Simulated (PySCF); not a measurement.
Isomers C₆H₆F₂O₂:

A. `C#C/C(=C\OC)OC(F)F`
B. `C1=C(C)OC(OC(F)F)=C1`
C. `O=C(C=C(F)F)OC1CC1`

Spectrum 1. 1H NMR (400 MHz, computed): δ 5.34 (m, 1H), 4.96 (m, 1H), 0.91 (m, 2H), 0.72 (m, 2H). 13C{1H} NMR (computed): δ 176.1 (C), 167.5 (C), 84.0 (CH), 49.5 (CH), 7.6 (CH2).

Spectrum 2. 1H NMR (400 MHz, computed): δ 7.25 (m, 1H), 6.31 (m, 1H), 5.71 (m, 1H), 2.36 (s, 3H). 13C{1H} NMR (computed): δ 160.6 (C), 148.1 (C), 121.3 (CH), 115.2 (CH), 93.1 (CH), 16.1 (CH3).

Spectrum 3. 1H NMR (400 MHz, computed): δ 7.07 (s, 1H), 6.18 (m, 1H), 4.31 (s, 3H), 3.15 (s, 1H). 13C{1H} NMR (computed): δ 155.3 (CH), 126.4 (C), 124.9 (CH), 95.7 (CH), 81.6 (C), 59.5 (CH3).

- coordinates at the GFN2-xTB level
- GIAO PBE0/pcSseg-1 shieldings
- code: PySCF
- non-relativistic Hamiltonian, one conformer, in vacuum, rapidly exchanging positions averaged

Referencing at the same level of theory: TMS for 1H (σref 31.72) and 13C (σref 186.93). Splittings of carbon signals by F and P are missing where no couplings were computed. Where no couplings were computed, multiplicities follow the n + 1 count of equivalent neighbours, and m marks all less simple cases (inequivalent or close neighbours, rings, F or P nearby). Shifts are as computed. Against solution values, carbons near 30 ppm lie about +3 ppm off and those near 130 ppm about +5 ppm. Of 1211 compounds with measured shifts, 218 miss one by over three times the rms of a fit or turn the order of signals round; such compounds aren't used in these exercises.

Match each spectrum to its structure.

Answers

1–C, 2–B, 3–A.

- Spectrum 1 (C): 5 13C signals; δC 176.1 is a β carbon of a C=C–C=O unit; δC 167.5 is an ester carbonyl carbon.
- Spectrum 2 (B): 6 13C signals; δC 160.6 is an aromatic carbon bearing oxygen; δC 121.3 is an sp3 CH bonded to 2 F and O.
- Spectrum 3 (A): 6 13C signals; δC 155.3 is an alkene carbon bearing oxygen; δC 126.4 is an alkene carbon bearing oxygen.
